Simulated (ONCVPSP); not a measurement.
**cobalt: one change to an ONCV potential, before and after**

- Element: cobalt (Co)
- Generator: ONCVPSP 4.0.1
- Type: optimised norm-conserving Vanderbilt (ONCV)
- Functional: PBEsol
- Relativity: fully relativistic
- Frozen core: [Ar]
- Valence charge: 9
- Reference configuration: 3d7 4s2
- Partial waves: 4s: rc 2.55 bohr, ncon 4, nbas 7, qcut 2.7 1/bohr, 2 projectors, debl 0.7 Ha; p scattering state at 0.16 Ha: rc 1.95 bohr, ncon 5, nbas 8, qcut 4.4 1/bohr, 2 projectors, debl 2.1 Ha; 3d: rc 1.65 bohr, ncon 4, nbas 9, qcut 11 1/bohr, 1 projector
- Local potential: polynomial inside 1.60 bohr (lpopt 5, dvloc0 0 Ha)
- Core correction: none

Open shells are filled in proportion to 2j + 1.

Change: local potential polynomial inside 1.60 bohr (lpopt 5, dvloc0 8.5 Ha).

Cutoffs: the cutoffs (Ha) at which the residual kinetic energy of the hardest occupied pseudo-wave falls to 1 and 0.1 mHa per electron; they do not see the model core or the augmentation charge, which bear on the density cutoff. Errors are all-electron minus pseudo energies relative to the spin-unpolarised reference configuration.

**Question.** What does the change do?

**Answer.** The potential gets neither clearly harder nor softer (42 Ha and 48 Ha → 42 Ha and 48 Ha); both files keep a bound ghost (p); the lowest positive-energy flag moves from s at 53.4 eV to s at 291.8 eV; of the 4 tests that both files solve, the error grows in 1 and shrinks in 0 by more than 15 % and 0.3 meV (median size 8.6 → 8.4 meV); the range in which the s phases agree widens (upper end 1.7 → at the end of the scan).

```csv
quantity,base,changed
"cutoff, loose",42 Ha,42 Ha
"cutoff, tight",48 Ha,48 Ha
bound ghosts,"p3/2, p1/2","p3/2, p1/2"
GHOST(+) flags under 300 eV,s at 53.4 eV,s at 291.8 eV
"error for 3d7 4s1, meV [ΔE 9.05 eV]",-2.4,-2.5
"error for 3d7 4s0, meV [ΔE 25.74 eV]",+15,+14
"error for 3d6 4s0, meV [ΔE 61.58 eV]",-67,-197
"error for 3d7 4s1.5, meV [ΔE 3.61 eV]",-0.7,-0.7
s: phases at 2.60 bohr within 0.05 rad from the reference energy up to (Ha; the scan ends near 5),1.7,to the end of the scan
p3/2: phases at 1.98 bohr within 0.05 rad from the reference energy up to (Ha; the scan ends near 5),to the end of the scan,4.7
p1/2: phases at 1.98 bohr within 0.05 rad from the reference energy up to (Ha; the scan ends near 5),5.0,4.6
d5/2: phases at 1.68 bohr within 0.05 rad from the reference energy up to (Ha; the scan ends near 5),0.8,0.4
d3/2: phases at 1.68 bohr within 0.05 rad from the reference energy up to (Ha; the scan ends near 5),0.8,0.3
```

 A true bound ghost makes a file unfit for plane-wave use even where its test errors are small: the radial tests pick states by their node count and pass the ghost by.
